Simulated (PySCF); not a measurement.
## Tc: excitation energy

Tc [Kr] 4d5 5s2 (6S) → Tc [Kr] 4d7 (4F), as a difference of total energies. All numbers are calculated (PySCF 2.14, a scalar-relativistic core potential, in def2-TZVPPD with the def2 core potential (28 electrons) (6s4p3d2f1g, 56 functions)). Correlated levels: valence: 4s2 4p6 frozen. The calculations carry no spin-orbit coupling.

```csv
method,excitation energy (eV)
UHF,3.813
MP2 (valence),2.707
SCS-MP2 (valence),2.204
CCSD (valence),2.920
CCSD(T) (valence),2.820
```

Question: How much does correlation contribute at CCSD(T) (valence)?

Answer: 2.820 − (3.813) = -0.993 eV, measured against UHF.
